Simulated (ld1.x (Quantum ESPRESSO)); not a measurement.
# Varying the PAW potential for aluminium (Al)

Base potential:

* Element: aluminium (Al)
* Generator: ld1.x (Quantum ESPRESSO) 7.5
* Type: PAW
* Functional: BLYP
* Relativity: scalar-relativistic
* Frozen core: [He]
* Valence charge: 11
* Reference configuration: 2s2 2p6 3s2 3p1
* Partial waves: 2s (bound): rcut 0.85, rcutus 1.05 bohr; 3s (bound): rcut 0.85, rcutus 1.05 bohr; 2p (bound): rcut 0.95, rcutus 1.20 bohr; 3p (bound): rcut 0.95, rcutus 1.20 bohr; 3d channel at 0.3 Ry: rcut 0.85, rcutus 1.05 bohr
* Local potential: all-electron potential smoothed inside 0.90 bohr (lloc = -1)
* Core correction: Bessel-smoothed model core inside 0.60 bohr
* Augmentation charge: PSQ, inside the norm-conserving radii

All-electron outer shells of the reference configuration (BLYP, scalar-relativistic, ld1.x):

```json
{"shell": "1s", "level (eV)": "-1512.31", "outermost node (bohr)": "–", "outermost maximum (bohr)": "0.08"}
{"shell": "2s", "level (eV)": "-107.94", "outermost node (bohr)": "0.16", "outermost maximum (bohr)": "0.50"}
{"shell": "2p", "level (eV)": "-69.61", "outermost node (bohr)": "–", "outermost maximum (bohr)": "0.43"}
{"shell": "3s", "level (eV)": "-7.63", "outermost node (bohr)": "0.80", "outermost maximum (bohr)": "2.06"}
{"shell": "3p", "level (eV)": "-2.56", "outermost node (bohr)": "0.82", "outermost maximum (bohr)": "2.64"}
```

Cutoffs, loose and tight: the cutoffs (Ry, on a coarse ladder) from which the occupation-weighted sum of valence levels, in a spherical-Bessel basis at the reference potential, stays within 10 and 1 mRy of its value at 400 Ry. They do not see the model core or the augmentation charge, which bear on the density cutoff. Test errors are all-electron minus pseudo excitation energies from the reference, over the configurations 2s2 2p6 3s2 3p0; 2s2 2p6 3s1 3p0; 2s2 2p6 3s0 3p0; 2s2 2p6 3s1 3p2; 2s2 2p6 3s1 3p1; 2s2 2p6 3s0 3p3; 2s2 2p5 3s2 3p1. A dash means not determined; rows that change the core or the reference have their own tests. The largest error is taken over the tests solved by every variant that gives reliable tests at all: 2s2 2p6 3s0 3p0; 2s2 2p6 3s0 3p3; 2s2 2p6 3s1 3p0; 2s2 2p6 3s1 3p1; 2s2 2p6 3s1 3p2; 2s2 2p6 3s2 3p0.

Cutoffs are not given where the Bessel-basis levels miss the radial ones by over 6 mRy, ghosts where they miss by over 20 mRy; a channel whose overlap is not positive is not tested.

A file whose overlap is not positive is unfit for use, and its test errors describe a broken file.

```csv
change,outcome,"cutoff, loose","cutoff, tight",bound ghosts,largest test error (meV)
base,"generated, overlap not positive",–,–,not determined (overlap not positive),+1.6
"wave 3d channel at 0.3 Ry: rcut 0.85, rcutus 1.05 bohr becomes 3d channel at 0.3 Ry: rcut 0.70, rcutus 0.74 bohr","generated, overlap not positive",–,–,not determined (overlap not positive),+1.6
"added wave 3d channel at 1.85 Ry: rcut 0.85, rcutus 1.05 bohr","generated, overlap not positive",–,–,not determined (overlap not positive),+1.6
core correction Bessel-smoothed model core inside 0.82 bohr,"generated, overlap not positive",–,–,not determined (overlap not positive),+1.6
"augmentation BESSEL, radius 0.90 bohr","generated, overlap not positive",–,–,not determined (overlap not positive),+2.0
```

What comes out with this change to the base: core [Ne], valence charge 3; reference 3s2 3p1; waves now 3s (bound): rcut 1.55, rcutus 2.15 bohr; 3s channel at 2.85 Ry: rcut 1.55, rcutus 2.15 bohr; 3p (bound): rcut 2.85, rcutus 3.05 bohr; 3p channel at 0.85 Ry: rcut 2.85, rcutus 3.05 bohr; 3d channel at 0.3 Ry: rcut 2.70, rcutus 3.00 bohr; local potential all-electron potential smoothed inside 2.70 bohr (lloc = -2); core correction Bessel-smoothed model core inside 1.15 bohr?

outcome: generated; cutoff, loose: 6 Ry; cutoff, tight: 8 Ry; bound ghosts: none; largest test error (meV): -23.

What comes out with this change to the base: waves 2p (bound): rcut 0.95, rcutus 1.32 bohr; 3p (bound): rcut 0.95, rcutus 1.32 bohr?

outcome: generated, overlap not positive; bound ghosts: not determined (overlap not positive); largest test error (meV): +36. A file whose overlap is not positive is unfit for use, and its test errors describe a broken file.
